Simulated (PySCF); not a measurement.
How methods differ on the excitation energy of Si

Si [Ne] 3s2 3p2 (3P) → Si [Ne] 3s1 3p2 4s1 (5P), as a difference of total energies. All numbers are calculated (PySCF 2.14, the spin-free X2C one-electron Hamiltonian (Gaussian nucleus), in aug-cc-pVDZ-DK). Correlated levels: valence: [Ne] frozen. The calculations carry no spin-orbit coupling.

```json
{"method": "UHF", "excitation energy (eV)": "8.693"}
{"method": "LDA", "excitation energy (eV)": "10.226"}
{"method": "PBE", "excitation energy (eV)": "10.147"}
{"method": "PBE0", "excitation energy (eV)": "10.082"}
{"method": "r2SCAN", "excitation energy (eV)": "9.859"}
{"method": "B2PLYP", "excitation energy (eV)": "10.279"}
{"method": "wB97X-V", "excitation energy (eV)": "10.376"}
{"method": "BHandHLYP", "excitation energy (eV)": "10.421"}
{"method": "MN15", "excitation energy (eV)": "10.333"}
{"method": "MP2 (valence)", "excitation energy (eV)": "9.599"}
{"method": "SCS-MP2 (valence)", "excitation energy (eV)": "9.897"}
```

**Question.** How much does correlation contribute at MP2 (valence)?

**Answer.** 9.599 − (8.693) = 0.906 eV, measured against UHF.

The upper state lies above the first ionisation limit, but in LS coupling its spin forbids autoionisation to the ground ion. A Rydberg-like electron needs more diffuse functions than a valence basis has.

The promoted electron is Rydberg-like, and one or two diffuse shells describe it only roughly, which tends to raise the upper state.
